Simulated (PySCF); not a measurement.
Two species compared at the same levels of theory.

First species: C2H8BN.
Numbering: `[CH3:1][CH2:2][BH:3][NH2:4]` (hydrogens: H5, H6, H7 on C1; H8, H9 on C2; H10 on B3; H11, H12 on N4)

Second species: C6H6S2.
Structure used (PBE0-D3(BJ)/def2-SVP), in Å, numbered top down from 1:
```xyz
14
C6H6S2 angstrom
C     -2.268    0.522    0.213
C     -1.362   -0.554   -0.311
S     -1.941   -2.030   -0.731
C      0.048   -0.225   -0.430
C      1.083   -1.028   -0.883
C      2.337   -0.383   -0.865
C      2.256    0.911   -0.399
S      0.659    1.343    0.019
H     -3.302    0.161    0.262
H     -2.225    1.413   -0.436
H     -1.948    0.841    1.220
H      0.896   -2.051   -1.210
H      3.271   -0.847   -1.183
H      3.066    1.631   -0.282
```

Levels: wB97X-D/def2-SVPD for dipole moment, HOMO energy, LUMO energy, HOMO–LUMO gap, static isotropic polarisability and electronic spatial extent ⟨r²⟩ about the centre of nuclear charge; TDDFT wB97X-D/def2-SVPD for lowest singlet excitation; TDA wB97X-D/def2-SVPD for lowest triplet excitation (Tamm–Dancoff); ΔSCF wB97X-D/def2-SVPD for vertical ionisation energy; PBE0-D3(BJ)/def2-SVP for rotational constant A and rotational constant C. Geometries: PBE0-D3(BJ)/def2-SVP. Each species is one conformer at its optimised geometry, gas phase, non-relativistic unless stated; the electronic structure was computed with PySCF and density fitting.

The conformers computed, where there is a choice (atom-mapped SMILES and torsion angles):
- `[CH3:1][CH2:2][BH:3][NH2:4]`: C1–C2–B3–N4 127°, H–N4–B3–C2 179°, H–N4–B3–C2 0°
- `[CH3:1][C:2](=[S:3])[c:4]1[cH:5][cH:6][cH:7][s:8]1`: C1–C2–C4–C5 180°

```tsv
property	column X	column Y
dipole moment	3.34 D	1.59 D
HOMO energy	-8.24 eV	-10.16 eV
LUMO energy	-1.06 eV	2.02 eV
HOMO–LUMO gap	7.18 eV	12.18 eV
lowest singlet excitation	2.27 eV	7.26 eV
lowest triplet excitation (Tamm–Dancoff)	1.91 eV	6.58 eV
static isotropic polarisability	115.9 au	50.1 au
vertical ionisation energy	8.25 eV	10.78 eV
electronic spatial extent ⟨r²⟩ about the centre of nuclear charge	1391 bohr²	396 bohr²
rotational constant A	2.983 GHz	22.858 GHz
rotational constant C	0.783 GHz	3.586 GHz
```

Problem. Which column belongs to which species?

Solution. Column X is the second species and column Y the first. The first has 12 atoms and 32 electrons, the second 14 and 74.

Problem. How does each property change from the first species to the second?

Solution. dipole moment +1.75 D; HOMO energy +1.92 eV; LUMO energy -3.08 eV; HOMO–LUMO gap -5.00 eV; lowest singlet excitation -4.99 eV; lowest triplet excitation (Tamm–Dancoff) -4.67 eV; static isotropic polarisability +65.8 au; vertical ionisation energy -2.53 eV; electronic spatial extent ⟨r²⟩ about the centre of nuclear charge +995 bohr²; rotational constant A -19.875 GHz; rotational constant C -2.803 GHz.

On the first: The principal polarisabilities are 43.6, 48.1 and 58.5 au; their mean is the isotropic value.

On the second: The dipole equals about 11.1 × 10⁻³⁰ C·m (1 D = 3.33564 × 10⁻³⁰ C·m). 1 of the 10 computed singlets lies in the visible range (750 to 380 nm, 1.65 to 3.26 eV), with an oscillator strength of 0.000.
